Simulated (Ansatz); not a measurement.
Compare A (`BS[Si](N)(O)F`) with its isomer B (`O[SiH](F)NBS`).

Computed with Ansatz on PBE0-D4/def2-TZVP structures; ΔE is electronic, products minus reactants. CCSD(T)/CBS adds triple-zeta CCSD(T) − MP2 to the extrapolated MP2 energy (def2 sets, frozen cores). DFT in def2-TZVPP. B3LYP here is the variant with VWN-RPA as its local correlation; programs differ in this. One conformer a species, not always the lowest.

(1) Which isomer does CCSD(T)/CBS put lower? Give the gap. (Estimate.)

(2) Give E(B) − E(A) in kcal/mol with B3LYP-D4, B2PLYP, LDA (SPW92), PBE-D4, PBE0-D4, BLYP-D4, r2SCAN-D4. (An estimate is asked.)

(3) Does the order hold for the free energy at 298.15 K (harmonic terms from PBE0-D4)? (Estimate.)

Largest T1 diagnostic: 0.013.

Results:

(1) Ansatz gave: B, by 12.2 kcal/mol.

(2) The calculation gave: B3LYP-D4 -12.8, B2PLYP -13.7, LDA (SPW92) -13.3, PBE-D4 -11.6, PBE0-D4 -11.7, BLYP-D4 -12.6, r2SCAN-D4 -11.8. None reverses the order clearly.

(3) Ansatz gave: Yes: G(B) − G(A) = -12.4 kcal/mol, for one conformer each. Modes under 60 cm⁻¹, often nearly free rotors, make the harmonic entropy too high.

The D4 term adds +1.4 kcal/mol with B3LYP and +0.7 kcal/mol with PBE0; it sums over pairs of atoms, weighted by their polarisabilities, and B3LYP, whose exchange is more repulsive, gets the larger term. Leaving LDA and LC-ωPBE aside and taking each functional with its dispersion term where it has one, the values, not all of them listed here, spread over 3.1 kcal/mol, from CAM-B3LYP-D4 to revPBE-D4. LDA lies −0.8 kcal/mol from PBE without D4.
